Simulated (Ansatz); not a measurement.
Isolated molecules relaxed with PBE0-D4/def2-TZVP in Ansatz; ΔE leaves out vibrations. CBS: MP2 limit from def2 TZ/QZ plus the TZ coupled-cluster correction, frozen cores. DFT in def2-TZVPP. B3LYP here is the variant with VWN-RPA as its local correlation; programs differ in this. HSE06 is defined as in plane-wave codes. For Ga outer-core shells are correlated without core-valence functions, which leaves a few kJ/mol of doubt a bond. Scalar relativity is left out up to krypton. Each species was taken in one conformer, which may not be the lowest.

`CC#[N+][GaH3-]` → `C=C[NH][GaH2]`  (isomerisation)

`CC#[N+][GaH3-]`:

Cartesian coordinates in Å:
```
C 1.911 -1.112 -0.395
C 0.682 -0.399 -0.142
N -0.291 0.166 0.059
Ga -2.111 1.229 0.436
H 1.891 -1.537 -1.399
H 2.758 -0.429 -0.311
H 2.027 -1.917 0.333
H -2.817 0.129 1.320
H -2.574 1.392 -1.063
H -1.476 2.477 1.162
```

`C=C[NH][GaH2]`:

Cartesian coordinates in Å:
```
C -1.250 -0.516 -1.471
C -0.391 0.140 -0.688
N 0.166 -0.318 0.487
Ga 1.346 0.573 1.571
H -1.596 -1.515 -1.232
H -1.624 -0.056 -2.375
H -0.070 1.141 -0.966
H -0.138 -1.249 0.737
H 1.807 -0.200 2.842
H 1.749 2.000 1.094
```

(1) Is it downhill or uphill in electronic energy at CCSD(T)/CBS, and by how much? (Estimate.)

(2) What do these levels give: revPBE-D4, r2SCAN-D4, B3LYP-D4, BHLYP-D4, HSE06, HF/def2-SVP? (Best estimate.)

Largest T1 diagnostic among the species: 0.014.

Results:

(1) The calculation gave: Downhill: ΔE = -34.0 kJ/mol.

(2) Ansatz gave: revPBE-D4 -44.1, r2SCAN-D4 -41.1, B3LYP-D4 -37.3, BHLYP-D4 -37.0, HSE06 -48.0, HF/def2-SVP -11.6 kJ/mol.

In def2-TZVPP, CCSD(T) changes the Hartree–Fock value by −15.0 kJ/mol (the triples alone add −1.5 kJ/mol) and MP2 by −14.1 kJ/mol. From r2SCAN to r2SCAN0 (25 % exact exchange), in def2-TZVPP and without D4, ΔE moves by −3.1 kJ/mol.
